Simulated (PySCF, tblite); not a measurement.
Species: C2H12O2Si3.
Geometry (GFN2-xTB, Å), atoms numbered from 1 in this order:
```
atom  x, y, z in Å
C1     2.7058    1.2205   -0.0466
O2     2.6936   -0.1733    0.0059
Si3    1.4500   -1.1800    0.2056
O4     0.3539   -0.8184   -0.9293
C5    -0.9112   -1.4009   -1.1664
Si6   -2.2147   -0.0099   -1.0105
Si7   -1.9557    1.0396    1.0341
H8     3.7026    1.5362   -0.3592
H9     1.9684    1.5939   -0.7607
H10    2.4885    1.6434    0.9380
H11    0.8204   -1.0577    1.5278
H12    2.1190   -2.4555    0.0005
H13   -1.0903   -2.2196   -0.4641
H14   -0.8919   -1.8387   -2.1684
H15   -2.0046    0.8795   -2.1622
H16   -3.5193   -0.6570   -1.2278
H17   -1.9751    0.1033    2.1658
H18   -0.7093    1.8050    1.1471
H19   -3.0400    1.9987    1.2781
```

The calculation used PBE0/pcSseg-1 in PySCF (dipole) on a GFN2-xTB geometry, gas phase.

Masses are those of the commonest isotopes; rigid-rotor values at the optimised geometry. The values belong to one conformer with, in the numbering `[CH3:1][O:2][SiH2:3][O:4][CH2:5][SiH2:6][SiH3:7]`, C1–O2–Si3–O4 54°, O2–Si3–O4–C5 -179°, Si3–O4–C5–Si6 121°, O4–C5–Si6–Si7 -54°.

Question: What are A, B and C (cm⁻¹)?

Answer: Ia = 251.65, Ib = 650.81, Ic = 777.26 u·Å²; 505379 MHz·u·Å²/I gives 2008, 776.5 and 650.2 MHz, that is A = 0.06699, B = 0.02590, C = 0.02169 cm⁻¹.

Question: What kind of rotor is it?

Answer: An asymmetric top: κ = (2 × 776.5 − 2008 − 650.2)/(2008 − 650.2) = -0.81.

Question: Is it planar, by Δ = Ic − Ia − Ib?

Answer: Not planar: Δ = Ic − Ia − Ib = -125.20 u·Å². For a rigid frame Δ = −2 Σ m c², so Σ m c² = 62.60 u·Å² lies off the ab plane: 19.76 from hydrogen and 42.84 from heavier atoms. The atom farthest from that plane is 2.01 Å away.

Question: Give the other two planar moments, Paa and Pbb, and the rms extents of the mass along the axes.

Answer: Paa = Σ m a² = (Ib + Ic − Ia)/2 = 588.21 and Pbb = Σ m b² = (Ia + Ic − Ib)/2 = 189.05 u·Å². With the mass M = 152.01 u, the rms extents √(P/M) along a, b and c are 1.97, 1.12, 0.64 Å.

Question: Which lines would a microwave search look for?

Answer: The dipole components are |μa| = 1.25 D, |μb| = 0.06 D, |μc| = 0.04 D. Intensities carry the squares of the components, which stand as 1.00 : 0.00 : 0.00 (a : b : c). Some lines, for components of 0.1 D or more:

| type | branch | J(Ka,Kc) | MHz | lower level (cm⁻¹) |
| --- | --- | --- | --- | --- |
| a | Q | 2(1,1) ← 2(1,2) | 379 | 0.180 |
| a | R | 1(0,1) ← 0(0,0) | 1427 | 0.000 |
| a | R | 2(1,2) ← 1(1,1) | 2727 | 0.089 |
| a | R | 2(0,2) ← 1(0,1) | 2844 | 0.048 |
| a | R | 2(1,1) ← 1(1,0) | 2980 | 0.093 |

Question: Estimate the classical rotational partition function at 10 K, 298.15 K and 500 K.

Answer: Point group C1, symmetry number σ = 1; q = (√π/σ)·√((kT/h)³/(ABC)), k/h = 20836.6 MHz/K: 5290 at 10 K, 862000 at 298.15 K, 1870000 at 500 K.

Its GFN2-xTB frequencies are all real (lowest 25 cm⁻¹). These are rigid-rotor constants of the computed structure; measured ground-state constants (B0) also hold zero-point vibration. A rigid rotor knows nothing of internal rotation, which can split or shift real lines.

Hardware: Intel Xeon at 2.70 GHz, one thread (shared host). Cost: 79 s wall, 0.84 GiB resident at most. This is the PBE0/pcSseg-1 job that gave the dipole, with the shieldings it also computed.
